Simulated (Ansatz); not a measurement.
Si$_{4}$H$_{12}$ClOF, closed shell: at the start structure of a reaction step.

The input file, in.yaml:

```yaml
crystal:
  periodic: [false, false, false]
  atoms:
    - {symbol: Si, position_ang: [-0.925687, -0.189547, -1.007847]}
    - {symbol: Si, position_ang: [0.922301, 1.222498, -1.380992]}
    - {symbol: Si, position_ang: [-1.912970, 0.158682, 1.100981]}
    - {symbol: Si, position_ang: [-0.395933, -2.436074, -1.470705]}
    - {symbol: F, position_ang: [-2.035688, 0.278003, -2.100174]}
    - {symbol: H, position_ang: [1.571385, -0.026637, 1.744109]}
    - {symbol: Cl, position_ang: [1.217028, -1.253881, 1.379203]}
    - {symbol: H, position_ang: [1.242569, 1.880320, 2.758077]}
    - {symbol: O, position_ang: [1.891415, 1.558092, 2.124786]}
    - {symbol: H, position_ang: [2.221359, 0.530775, -1.179482]}
    - {symbol: H, position_ang: [0.870297, 1.779028, -2.759225]}
    - {symbol: H, position_ang: [0.899489, 2.393422, -0.444870]}
    - {symbol: H, position_ang: [-3.225376, 0.830566, 0.887229]}
    - {symbol: H, position_ang: [-2.134523, -1.108283, 1.842188]}
    - {symbol: H, position_ang: [-1.080429, 1.065021, 1.940785]}
    - {symbol: H, position_ang: [-0.693443, -3.305413, -0.302701]}
    - {symbol: H, position_ang: [1.039397, -2.577528, -1.829796]}
    - {symbol: H, position_ang: [-1.226217, -2.877588, -2.624797]}
    - {symbol: H, position_ang: [1.755027, 2.078645, 1.323233]}
basis:
  gaussian: {orbitals: def2-SVP}
hamiltonian: {xc: pbe, dispersion: d4}
```

Command:

```bash
ansatz run in.yaml --threads 4 --pin off --events-out ev --progress --plain --max-ram 66560MiB --backend cpu
```

Output of Ansatz 0.2.0:

```
Functional definition: PBE
  name "PBE"
  cite "Perdew, Burke & Ernzerhof, Phys. Rev. Lett. 77, 3865 (1996) doi:10.1103/PhysRevLett.77.3865"
  parent pbe
  parameter kappa = 0.804
  parameter beta = 0.06672455060314922
  exchange = pbe_x(kappa = kappa, mu = beta*pi^2/3)
  correlation = pbe_c(beta = beta)
1966 factors; their error is unknown
mean field evaluation 1: about -48943.1024 eV, gradient 5.9e1 eV
mean field evaluation 2: about -48926.1552 eV, gradient 1.1e2 eV
mean field evaluation 4: about -48949.5204 eV, gradient 6.6e0 eV
mean field evaluation 8: about -48949.6120 eV, gradient 1.3e-1 eV
mean field evaluation 16: about -48949.4561 eV, gradient 2.8e-4 eV
mean field -48949.45614064 eV, -1798.8593340353 hartree, gradient 6.5e-5 eV, S^2 0.000000; 0 other end points of the search recorded, 0 dependent functions left out
reference -48949.45618871 eV, -1798.8593358021 hartree; 51, 51 occupied and 127, 127 virtual orbitals, 1966 factors
Total energy: -48950.04055838 eV, -1798.8808109911 hartree
```

The lines “mean field evaluation” count trial sets of orbitals through the whole run, from several starts and some on an approximate energy, so they need not fall steadily or lie above the final value.

Hardware: 4 CPU threads of an AMD EPYC 7R13, shared host. Wall time 2.3 s; peak host memory 1.1 GiB.
